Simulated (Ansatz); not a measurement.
Species: BeCl2 (charge -1, doublet). 
Geometry from a B3LYP-D3(BJ)/def2-TZVP (Ansatz, a first-principles code) optimisation:
```xyz
3

Be    -0.1610    -0.7533    -0.3612
Cl     1.2334     0.3793    -1.1053
Cl    -1.1955    -0.2021     1.1902
```
Charge -1, spin multiplicity 2.

Parts of the frozen-core correlation energy in def2-SVP (Ansatz, hartree). Frozen orbitals: 11; correlated occupied orbitals by spin: 9 and 8; virtual: 25 and 26. UHF or UKS for open shells. Spin-orbit coupling is left out. Non-relativistic.

```json
[
 {"term": "reference (HF)", "value": "-933.47278"},
 {"term": "MP2 opposite-spin", "value": "(withheld)"},
 {"term": "MP2 same-spin", "value": "(withheld)"},
 {"term": "CCSD correlation", "value": "(withheld)"},
 {"term": "(T)", "value": "-0.00511"},
 {"term": "CCSDT minus CCSD(T)", "value": "-0.00058"},
 {"term": "T1 diagnostic", "value": "0.009"},
 {"term": "largest doubles amplitude", "value": "0.029"},
 {"term": "<S^2> of the reference", "value": "0.752"}
]
```

Task: Complete the blanks.

Result: 
- MP2 opposite-spin, value: -0.20826
- MP2 same-spin, value: -0.07804
- CCSD correlation, value: -0.31206
